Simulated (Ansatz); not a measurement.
System: SOF, charge 0, doublet. SOF (SMILES F[S]=O, doublet).
B3LYP-D3(BJ)/def2-TZVP minimum from Ansatz (a first-principles code):
```
S
O 1 1.4576
F 1 1.6228 2 108.23
```
Charge 0, spin multiplicity 2.

Total energies in cc-pV(T+d)Z, 19 correlated electrons, 7 frozen orbitals. Radicals and triplets start from unrestricted determinants; spin-orbit coupling is neglected. Correlated methods leave the cores frozen. No relativity. The UHF reference of FOS (O=[S]F, doublet) is spin-contaminated (<S^2> up to 0.04 over the pure value in the sets run).

```csv
method,program,energy (Eh),minus CCSDT(Q) (mEh)
HF,Ansatz,-571.87671,688.49
MP2,Ansatz,-572.52646,38.73
CCSD,Ansatz,-572.53456,30.64
CCSD(T),Ansatz,-572.56254,2.66
CCSDT(Q),Ansatz,-572.56520,0.00
```

Rough core times of Ansatz's runs on a shared machine: CCSD(T) 30 s, CCSDT(Q) 80 min.
